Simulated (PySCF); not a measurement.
The isolated species `COB(C=C(C)C)OC` is ionised with Al Kα (hν = 1486.6 eV). Calculated photoelectron kinetic energies of its computed core levels, recoil neglected:

```csv
line,kinetic energy (eV)
1,1290.45
2,1197.51
3,1196.40
4,1196.30
5,1196.07
6,1194.69
7,948.72
```

Computed, not measured: delta-SCF UKS SCAN, pcX-2 on the ionised atom, pcseg-1 elsewhere, spin-free X2C (PySCF 2.14.0).

Problem. Which element, shell and site does each line come from? Numbering: `[CH3:1][O:2][B:3]([CH:4]=[C:5]([CH3:6])[CH3:7])[O:8][CH3:9]`.

Solution. Against the vacuum level, binding energy = hν − kinetic energy.

| line | binding energy (eV) | level | atoms | environment |
| --- | --- | --- | --- | --- |
| 1 | 196.15 | B 1s | B3 | three-coordinate boron |
| 2 | 289.09 | C 1s | C4 | alkene CH carbon |
| 3 | 290.20 | C 1s | C7 | allylic carbon |
| 4 | 290.30 | C 1s | C5 | fully substituted alkene carbon |
| 5 | 290.53 | C 1s | C6 | allylic carbon |
| 6 | 291.91 | C 1s | C1/C9 | methoxy carbon |
| 7 | 537.88 | O 1s | O2/O8 | boron-bound oxygen |

Problem. Where does line 3 move with hν = 1253.6 eV?

Solution. To 1253.6 − 290.20 = 963.40 eV; every photoline shifts by the change in photon energy, -233.0 eV.

The listed C 1s values span 2.82 eV, from C4 (bonded to C (double bond), H and B) to C1/C9 (bonded to O and 3 H). Summing the Pauling electronegativity differences to the bonded atoms, each weighted by its formal bond order, gives -0.86 for the lowest site and -0.16 for the highest; the largest sum, 0.00, belongs to C5, 1.61 eV below the top. The smallest sum, -1.05, belongs to C7, 1.11 eV above the lowest.

Problem. Which effective nuclear charge Zeff reproduces each element's mean 1s value in the hydrogen-like formula E = 13.606 eV × Zeff²?

Solution. B (Z = 5): mean 196.1 eV, Zeff = 3.80, Z − Zeff = 1.20; C (Z = 6): mean 290.7 eV, Zeff = 4.62, Z − Zeff = 1.38; O (Z = 8): mean 537.9 eV, Zeff = 6.29, Z − Zeff = 1.71. Means run over the listed sites, weighted by atom count.

Other core shells, valence and Auger electrons aren't listed. One atom of each set of topologically equivalent atoms was ionised and stands for the set; in this conformer not all members are related by symmetry, and their own values weren't computed. Spin contamination (⟨S²⟩ against 0.75 for a pure doublet) is marked for C 1s of C5 (0.87), which makes this value less certain. Geometry: PBE0-D3(BJ)/def2-SVP, one conformer, isolated molecule.

The values belong to the conformer `[CH3:1][O:2][B:3]([CH:4]=[C:5]([CH3:6])[CH3:7])[O:8][CH3:9]`: C1–O2–B3–C4 180°, O2–B3–C4–C5 -8°, O2–B3–O8–C9 178°.
